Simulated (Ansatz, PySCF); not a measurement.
Species: AlBr2, charge 0, doublet. AlBr2 (SMILES [Br][Al][Br], doublet).
B3LYP-D3(BJ)/def2-TZVP minimum from Ansatz (a first-principles code):
```
Al
Br 1 2.2822
Br 1 2.2822 2 119.32
```
Charge 0, spin multiplicity 2.

Atomisation energy term by term, kcal/mol (programs: Ansatz). Open shells are spin-unrestricted; no spin-orbit coupling. Correlated methods leave the cores frozen (noble-gas shells, and filled d and f shells in the p block). No relativity. CBS(X,Y): correlation extrapolated as X^-3, Hartree-Fock from the larger set. A bracket is a step between two methods taken in the basis named. Where a partner has so few electrons that a lower coupled-cluster level is exact, that level stands in. Spin-orbit terms, left out, reach several kcal/mol for Br and I, and more for heavier atoms. The spin of AlBr2 ([Br][Al][Br], doublet) was assumed, and the state is the lowest solution found for it.

```csv
term,basis,kcal/mol
Hartree-Fock,def2-QZVPP,130.49
CCSD correlation,"CBS(def2-TZVPP,def2-QZVPP)",32.59
(T),"CBS(def2-TZVPP,def2-QZVPP)",5.15
CCSDT(Q) - CCSD(T),def2-SVP,0.32
minus zero-point energy,Hessian by PySCF at B3LYP-D3(BJ)/def2-TZVP,-1.24
sum: D0,,167.3
```
